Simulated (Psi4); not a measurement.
Psi4 input (wB97X-D/6-31G*):

```
memory 1500 MB

molecule {
0 1
C    -0.73835800    0.94055400   -0.00180100
C    -1.07747000   -0.42740200    0.05139300
N     0.00043700   -1.20194700    0.03605800
N     1.02990500   -0.33981600   -0.02666400
C     0.63747700    0.95562300   -0.05149800
H    -1.39836700    1.79005700   -0.00367400
H    -2.05658900   -0.87574700    0.09989400
H     1.96751800   -0.70002000   -0.04941300
H     1.34515500    1.76540100   -0.10113100
symmetry c1
no_reorient
no_com
}

set {
  basis 6-31G*
  reference rks
  scf_type pk
  dft_radial_points 99
  dft_spherical_points 590
  e_convergence 1e-8
  d_convergence 1e-7
  maxiter 150
}

e = energy('wb97x-d')
print_out(f'\nFINAL {e:.10f} DIPOLE {variable("CURRENT DIPOLE")[0]:.6f} {variable("CURRENT DIPOLE")[1]:.6f} {variable("CURRENT DIPOLE")[2]:.6f}\n')
```

Output:

```
   => Loading Basis Set <=

    Name: 6-31G*
    Role: ORBITAL
    Keyword: BASIS
    atoms 1-2, 5 entry C          line   111 file 6-31gs.gbs
    atoms 3-4    entry N          line   128 file 6-31gs.gbs
    atoms 6-9    entry H          line    44 file 6-31gs.gbs

   => WB97X-D: Empirical Dispersion <=

    Chai and Head-Gordon Dispersion Correction
    Chai, J.-D.; Head-Gordon, M. (2010), J. Chem. Phys., 132: 6615-6620

        s6 =       1.000000

         ---------------------------------------------------------
                                   SCF
               by Justin Turney, Rob Parrish, Andy Simmonett
                          and Daniel G. A. Smith
                              RKS Reference
         ---------------------------------------------------------

  ==> Geometry <==

    Molecular point group: c1
    Full point group: C1

    Geometry (in Angstrom), charge = 0, multiplicity = 1:

       Center              X                  Y                   Z               Mass
    ------------   -----------------  -----------------  -----------------  -----------------
         C           -0.738358000000     0.940554000000    -0.001801000000    12.000000000000
         C           -1.077470000000    -0.427402000000     0.051393000000    12.000000000000
         N            0.000437000000    -1.201947000000     0.036058000000    14.003074004430
         N            1.029905000000    -0.339816000000    -0.026664000000    14.003074004430
         C            0.637477000000     0.955623000000    -0.051498000000    12.000000000000
         H           -1.398367000000     1.790057000000    -0.003674000000     1.007825032230
         H           -2.056589000000    -0.875747000000     0.099894000000     1.007825032230
         H            1.967518000000    -0.700020000000    -0.049413000000     1.007825032230
         H            1.345155000000     1.765401000000    -0.101131000000     1.007825032230

  Running in c1 symmetry.

  Rotational constants: A =      0.32278  B =      0.31627  C =      0.15975 [cm^-1]
  Rotational constants: A =   9676.82764  B =   9481.64624  C =   4789.12136 [MHz]
  Nuclear repulsion =  163.420062815277362

  Charge       = 0
  Multiplicity = 1
  Electrons    = 36
  Nalpha       = 18
  Nbeta        = 18

  ==> Algorithm <==

  SCF Algorithm Type is PK.
  DIIS enabled.
  MOM disabled.
  Fractional occupation disabled.
  Guess Type is SAD.
  Energy threshold   = 1.00e-08
  Density threshold  = 1.00e-07
  Integral threshold = 1.00e-12

  ==> Primary Basis <==

  Basis Set: 6-31G*
    Blend: 6-31G*
    Number of shells: 38
    Number of basis functions: 83
    Number of Cartesian functions: 83
    Spherical Harmonics?: false
    Max angular momentum: 2

  ==> DFT Potential <==

   => LibXC <=

    Version 7.1.2
    S. Lehtola, C. Steigemann, M. J. T. Oliveira, and M. A. L. Marques,  SoftwareX 7, 1–5 (2018) (10.1016/j.softx.2017.11.002)

   => Composite Functional: WB97X-D <=

    wB97X-D Hyb-GGA Exchange-Correlation Functional

    J.-D. Chai and M. Head-Gordon,  Phys. Chem. Chem. Phys. 10, 6615–6620 (2008) (10.1039/B810189B)

    Deriv               =              1
    GGA                 =           TRUE
    Meta                =          FALSE

    Exchange Hybrid     =           TRUE
    MP2 Hybrid          =          FALSE

   => Exchange-Correlation Functionals <=

    1.0000   wB97X-D range-separated functional

   => Exact (HF) Exchange <=

    0.7780            HF,LR [omega = 0.2000]
    0.2220               HF

   => LibXC Density Thresholds  <==

    XC_HYB_GGA_XC_WB97X_D:  1.00E-14

   => Molecular Quadrature <=

    Radial Scheme          =       TREUTLER
    Pruning Scheme         =           NONE
    Nuclear Scheme         =       TREUTLER

    Blocking Scheme        =         OCTREE
    BS radius alpha        =              1
    Pruning alpha          =              1
    Radial Points          =             99
    Spherical Points       =            590
    Total Points           =         489545
    Total Blocks           =           3516
    Max Points             =            256
    Max Functions          =             83
    Weights Tolerance      =       1.00E-15

  ==> Integral Setup <==

  Using in-core PK algorithm.
   Calculation information:
      Number of atoms:                   9
      Number of AO shells:              38
      Number of primitives:             91
      Number of atomic orbitals:        83
      Number of basis functions:        83

      Integral cutoff                 1.00e-12
      Number of threads:                 1

  Performing in-core PK
  Using 18233523 doubles for integral storage.
  We computed 269578 shell quartets total.
  Whereas there are 274911 unique shell quartets.

  Computing range-separated integrals for PK
  We computed 269578 wK shell quartets total.
  Whereas there are 274911 wK unique shell quartets.

  ==> DiskJK: Disk-Based J/K Matrices <==

    J tasked:                  Yes
    K tasked:                  Yes
    wK tasked:                 Yes
    Omega:               2.000E-01
    Schwarz Cutoff:          1E-12


  Cached 50.0% of DFT collocation blocks in 0.523 [GiB].

  Minimum eigenvalue in the overlap matrix is 1.4890165340E-03.
  Reciprocal condition number of the overlap matrix is 1.9342892754E-04.
    Using symmetric orthogonalization.

  ==> Pre-Iterations <==

  SCF Guess: Superposition of Atomic Densities via on-the-fly atomic UHF (no occupation information).

   -------------------------
    Irrep   Nso     Nmo
   -------------------------
     A         83      83
   -------------------------
    Total      83      83
   -------------------------

  ==> Iterations <==

                        Total Energy        Delta E     RMS |[F,P]|

   @RKS iter SAD:  -225.79533128746613   -2.25795e+02   0.00000e+00
   @RKS iter   1:  -225.99771873268941   -2.02387e-01   5.80882e-03 DIIS/ADIIS
   @RKS iter   2:  -226.06293026672444   -6.52115e-02   4.33257e-03 DIIS/ADIIS
   @RKS iter   3:  -226.12074573951054   -5.78155e-02   7.38096e-04 DIIS/ADIIS
   @RKS iter   4:  -226.12212614318355   -1.38040e-03   3.24638e-04 DIIS/ADIIS
   @RKS iter   5:  -226.12243579517397   -3.09652e-04   4.96626e-05 DIIS
   @RKS iter   6:  -226.12244490296908   -9.10780e-06   2.26776e-05 DIIS
   @RKS iter   7:  -226.12244665350704   -1.75054e-06   5.95059e-06 DIIS
   @RKS iter   8:  -226.12244685576277   -2.02256e-07   3.35610e-06 DIIS
   @RKS iter   9:  -226.12244690548380   -4.97210e-08   9.14441e-07 DIIS
   @RKS iter  10:  -226.12244691196884   -6.48504e-09   1.90836e-07 DIIS
   @RKS iter  11:  -226.12244691221463   -2.45791e-10   9.75771e-08 DIIS
  Energy and wave function converged.

  ==> Post-Iterations <==

   Electrons on quadrature grid:
      Ntotal   =   35.9999997081 ; deviation = -2.919e-07

    Orbital Energies [Eh]
    ---------------------

    Doubly Occupied:

       1A    -14.524960     2A    -14.461336     3A    -10.333042
       4A    -10.309086     5A    -10.288344     6A     -1.145086
       7A     -0.912793     8A     -0.873575     9A     -0.702104
      10A     -0.683505    11A     -0.633438    12A     -0.526946
      13A     -0.524244    14A     -0.509188    15A     -0.478785
      16A     -0.367987    17A     -0.333742    18A     -0.321857

    Virtual:

      19A      0.100654    20A      0.155895    21A      0.169548
      22A      0.222860    23A      0.247281    24A      0.258926
      25A      0.305055    26A      0.316858    27A      0.375809
      28A      0.484130    29A      0.523682    30A      0.623373
      31A      0.637093    32A      0.648306    33A      0.688161
      34A      0.688576    35A      0.729737    36A      0.742551
      37A      0.759823    38A      0.784292    39A      0.829027
      40A      0.898967    41A      0.915486    42A      0.916766
      43A      0.936816    44A      0.953446    45A      1.010615
      46A      1.021093    47A      1.041272    48A      1.125233
      49A      1.230240    50A      1.302826    51A      1.407605
      52A      1.411559    53A      1.447011    54A      1.473919
      55A      1.565591    56A      1.583405    57A      1.633494
      58A      1.654356    59A      1.867976    60A      1.954836
      61A      2.028936    62A      2.146203    63A      2.179715
      64A      2.201237    65A      2.295702    66A      2.325709
      67A      2.356083    68A      2.399446    69A      2.419946
      70A      2.500800    71A      2.677657    72A      2.680309
      73A      2.709397    74A      2.780183    75A      2.818781
      76A      3.051005    77A      3.062789    78A      3.140070
      79A      3.862010    80A      4.064806    81A      4.195231
      82A      4.348348    83A      4.521218

    Final Occupation by Irrep:
              A
    DOCC [    18 ]
    NA   [    18 ]
    NB   [    18 ]

  @RKS Final Energy:  -226.12244691221463

   => Energetics <=

    Nuclear Repulsion Energy =            163.4200628152773618
    One-Electron Energy =                -628.4430533370358489
    Two-Electron Energy =                 260.6680261886602921
    DFT Exchange-Correlation Energy =     -21.7652994900375383
    Empirical Dispersion Energy =          -0.0021830890788684
    VV10 Nonlocal Energy =                  0.0000000000000000
    Total Energy =                       -226.1224469122146274

Computation Completed

Properties will be evaluated at   0.000000,   0.000000,   0.000000 [a0]

Properties computed using the SCF density matrix

 Multipole Moments:

 ------------------------------------------------------------------------------------
     Multipole            Electronic (a.u.)      Nuclear  (a.u.)        Total (a.u.)
 ------------------------------------------------------------------------------------

 L = 1.  Multiply by 2.5417464519 to convert [e a0] to [Debye]
 Dipole X            :          0.6008262            0.0000094            0.6008357
 Dipole Y            :          0.6951494           -0.0000000            0.6951494
 Dipole Z            :         -0.0423652           -0.0000038           -0.0423690
 Magnitude           :                                                    0.9197996

 ------------------------------------------------------------------------------------

FINAL -226.1224469122 DIPOLE 0.600836 0.695149 -0.042369

*** Psi4 exiting successfully. Buy a developer a beer!
```

The geometry given is a B3LYP-D3(BJ)/def2-TZVP minimum.
